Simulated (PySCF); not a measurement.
A search over the determinants of LiSn

Unrestricted PBE0; basis Li def2-SVPD, Sn def2-SVPD with ECP28; scalar-relativistic core potentials; PySCF 2.14. Outer shells of the fragments: Li 2s1; Sn 4d10 5s2 5p2.

Followed along the bond (rough minima from three points):

```csv
2Ms+1,unpaired,⟨S²⟩ at the start,R at minimum (Å),Te (eV)
4,"σ ↑, π ↑↑",3.75,2.59,0.00
2,π ↑,0.75,2.78,0.37
2,"σ ↑, π ↑↓",1.76,2.61,0.52
2,"σ ↓, π ↑↑",1.76,2.65,0.55
2,σ ↑,0.75,2.61,1.20
```

Solutions found at the starting distance of 2.635 Å, counted from the lowest of them; the search is not exhaustive and high or unbound solutions are not listed, so other states can lie among these:

| 2Ms+1 | unpaired | term | E (eV) | ⟨S²⟩ | ⟨Lz²⟩ | μ (D) |
| --- | --- | --- | --- | --- | --- | --- |
| 4 | σ ↑, π ↑↑ | ⁴Σ⁻ | 0.00 | 3.75 | 0.00 | -5.74 |
| 2 | π ↑ | ²Π | 0.40 | 0.75 | 1.00 | -4.97 |
| 2 | σ ↑, π ↑↓ | mixed | 0.51 | 1.76 | 2.01 | -5.63 |
| 2 | σ ↓, π ↑↑ | mixed | 0.54 | 1.76 | 0.00 | -5.86 |
| 2 | σ ↑ | mixed | 1.19 | 0.75 | 2.00 | -5.02 |
| 4 | σ ↑↑, π ↑ | ⁴Π | 1.91 | 3.75 | 1.00 | 5.33 |
| 2 | π ↑ | ²Π | 2.03 | 0.76 | 1.02 | -4.67 |
| 4 | σ ↑, π ↑↑ | mixed | 2.99 | 3.75 | 2.00 | 1.75 |

A term symbol is given only where ⟨S²⟩ and ⟨Lz²⟩ are close to those of a pure state; real π, δ and φ orbitals otherwise mix terms. A positive dipole means Li(−)Sn(+).

Spin–orbit coupling is left out. Counting both spins, an empty level lies below a filled one in some of these solutions, because spin and occupation are held.
